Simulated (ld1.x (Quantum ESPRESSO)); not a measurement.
# Scattering properties, ultrasoft potential for tantalum (Ta)

Ta (Z = 73), ultrasoft, made with ld1.x (Quantum ESPRESSO) 7.5 (LDA (PZ), scalar-relativistic). Core [Xe], reference 4f14 5d4 6s1 6p0. Waves: 6s (bound): rcut 2.10, rcutus 2.90 bohr; 6s channel at 2.47 Ry: rcut 2.10, rcutus 2.90 bohr; 6p (bound, empty): rcut 2.90, rcutus 3.50 bohr; 6p channel at 0.35 Ry: rcut 2.90, rcutus 3.50 bohr; 5d (bound): rcut 2.50, rcutus 2.65 bohr; 5d channel at 1.85 Ry: rcut 2.50, rcutus 2.65 bohr; 4f (bound): rcut 0.80, rcutus 0.95 bohr; 4f channel at 0.45 Ry: rcut 0.80, rcutus 0.95 bohr. Local part: all-electron potential smoothed inside 0.70 bohr (lloc = -1). Core correction: a·sin(br)/r model core, default radius (core density twice the valence density). Augmentation charge: PSQ, inside the norm-conserving radii.

The phase is arctan(r·u′/u) with u = r·R(r), unwrapped; energies in Ry, scanned from -4 to 5 Ry. A pole is an energy at which the radial function vanishes at the test radius. The pseudo phase is shifted by a multiple of π to meet the all-electron one at the reference energy, and phase errors are pseudo minus all-electron; the curves can meet again beyond the range given. Levels narrower than the energy grid can be missing from the lists of poles.

```tsv
channel	radius (bohr)	reference energy (Ry)	poles, all-electron	poles, pseudo	unbroken range about the reference energy with phases within 0.05 rad	phase error 1 Ry above the reference energy (rad)
s	3.82	-0.38	0.18, 4.00	0.18, 3.98	the whole range	-0.000
d	3.82	-0.21	-0.05, 2.58	-0.05, 3.14	below 0.4	+0.216
f	3.82	-1.71	1.97	1.97	the whole range	+0.000
```

The ghost test of this file was not conclusive. Its overlap operator is not positive definite in a basis up to 400 Ry (lowest eigenvalue s -0.24, p -0.12, d -2.08), so the file is unfit for use: the generalised eigenproblem breaks down once the basis is large enough, and its test numbers describe a broken file.

Phases in the s channel:

| E (Ry) | all-electron | pseudo |
| --- | --- | --- |
| -4.00 | 1.431 | 1.431 |
| -3.52 | 1.420 | 1.420 |
| -3.04 | 1.406 | 1.406 |
| -2.56 | 1.387 | 1.386 |
| -2.08 | 1.358 | 1.358 |
| -1.60 | 1.310 | 1.310 |
| -1.12 | 1.202 | 1.202 |
| -0.64 | 0.626 | 0.626 |
| -0.16 | -1.355 | -1.355 |
| 0.32 | -1.616 | -1.616 |
| 0.80 | -1.743 | -1.743 |
| 1.28 | -1.929 | -1.930 |
| 1.76 | -2.750 | -2.752 |
| 2.24 | -4.261 | -4.261 |
| 2.72 | -4.534 | -4.534 |
| 3.20 | -4.630 | -4.631 |
| 3.68 | -4.685 | -4.686 |
| 4.16 | -4.725 | -4.727 |
| 4.64 | -4.761 | -4.767 |
